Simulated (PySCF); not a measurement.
Br2, SMILES BrBr. Geometry optimised at PBE0-D3(BJ)/def2-TZVP.

Computed equilibrium geometry at PBE0-D3(BJ)/def2-TZVP (PySCF confirms it by a frequency run) as a Z-matrix, and its point group:
point group D∞h.
```
Br
Br 1 2.2814
```
Charge 0, spin multiplicity 1.
